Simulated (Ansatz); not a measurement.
Input for Ansatz (development build ahead of 0.2.0):

```yaml
crystal:
  periodic: [false, false, false]
  atoms:
    - { symbol: S, position_ang: [0.0, 0.0, 0.0] }
    - { symbol: F, position_ang: [1.4542, 0.0, 0.0] }
    - { symbol: F, position_ang: [-1.4542, 0.0, 0.0] }
    - { symbol: F, position_ang: [0.0, 1.4542, 0.0] }
    - { symbol: F, position_ang: [0.0, -1.4542, 0.0] }
    - { symbol: F, position_ang: [0.0, 0.0, 1.4542] }
    - { symbol: F, position_ang: [0.0, 0.0, -1.4542] }
basis:
  gaussian: { orbitals: cc-pVDZ }
hamiltonian:
  xc: hf
```

The input is written out in the form of the current development build from the run's settings.

Output:

```yaml
Converged: yes
Total_energy: -993.91643 hartree
Spin_squared_of_the_determinant: 0.000
```

Caution: no unrestricted run beside it, a lower state can exist.
